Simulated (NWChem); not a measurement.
GaHBr₂; SMILES [Br][GaH][Br]

```xyz
4

Ga     0.0000     0.0000    -0.8005
H      0.0000     0.0000    -2.3619
Br    -1.9506     0.0000     0.4104
Br     1.9506     0.0000     0.4104
```
Atoms are numbered in this order, from 1.

Level: PBE-D3(BJ)/def2-SVP (NWChem), optimised geometry, unscaled harmonic frequencies. This build's default masses of Se (78.918 u) and Br (79.917 u) are each other's, which moves their modes by up to 0.6 %.

| frequency (cm⁻¹) | IR intensity (km/mol) |
|---|---|
| 89 | 1.9 |
| 275 | 11.8 |
| 329 | 63.5 |
| 402 | 22.8 |
| 573 | 102.9 |
| 1971 | 87.0 |

```json
{
  "zero_point_energy": "5.2 kcal/mol",
  "thermal correction to the enthalpy at 298.15 K (with zero-point energy)": "8.9 kcal/mol",
  "heat capacity Cv": "13.8 cal/(mol K)",
  "entropy at 298.15 K and 1 atm (symmetry number 2)": "77.5 cal/(mol K)",
  "dipole_moment": "1.27 D"
}
```

Rigid rotor and harmonic oscillator; modes under 100 cm⁻¹ make the entropy uncertain.
